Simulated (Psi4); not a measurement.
Cl2Co (SMILES [Cl][Co][Cl]), quartet, geometry from GFN2-xTB (such geometries of metal compounds can be far from the true shape). Base run: B3LYP/def2-TZVP in Psi4 1.11.

The Psi4 input:
```
memory 2 GB

molecule {
0 4
  Co    0.00000000    0.00000000    0.00000000
  Cl   -0.00000000   -0.00000000   -1.94700374
  Cl    0.00000000    0.00000000    1.94700374
}

set basis def2-tzvp
set reference uks

energy('b3lyp')
print_variables()
```

Variants of this job, named by their change:

| change | ΔE vs base (mEh) | SCF cycles | grid points | basis functions | outcome |
|---|---|---|---|---|---|
| base | 0.000 | 16 | 64472 | 119 | converged |
| dft_spherical_points = 194 | 0.006 | 16 | 41684 | 119 | converged |
| level_shift = 1.0 | 0.002 | 33 | 64472 | 119 | converged |
| df_basis_scf = cc-pvqz-jkfit | - | - | - | 119 | input refused |
| guess = sapgau | 21.903 | 11 | 64472 | 119 | another SCF solution |
| e_convergence = 1e-8 | 0.000 | 16 | 64472 | 119 | converged |
| ints_tolerance = 1e-8 | 0.000 | 16 | 64472 | 119 | converged |
| d_convergence = 1e-4 | 0.000 | 15 | 64472 | 119 | converged |
| dft_radial_points = 50 | -1.403 | 16 | 43622 | 119 | converged |
| dft_basis_tolerance = 1e-8 | 0.000 | 16 | 62624 | 119 | converged |
| df_basis_scf = cc-pvtz-jkfit | - | - | - | 119 | input refused |
| dft_radial_scheme = multiexp | 0.354 | 16 | 67744 | 119 | converged |
| dft_nuclear_scheme = stratmann | -0.002 | 16 | 60838 | 119 | converged |

A guess, shift, damping, solver or small numerical setting can't move a converged solution much, so rows marked as another SCF solution ended in a different state.

Open shells are given as the SCF converged; they aren't shown to be the lowest states, and a large step between rows can be another state.

- df_basis_scf = cc-pvqz-jkfit: ended with `psi4.driver.qcdb.exceptions.BasisSetNotFound: BasisSet::construct: Unable to find a basis set for atom 1 for key JKFIT among:`
- df_basis_scf = cc-pvtz-jkfit: ended with `psi4.driver.qcdb.exceptions.BasisSetNotFound: BasisSet::construct: Unable to find a basis set for atom 1 for key JKFIT among:`
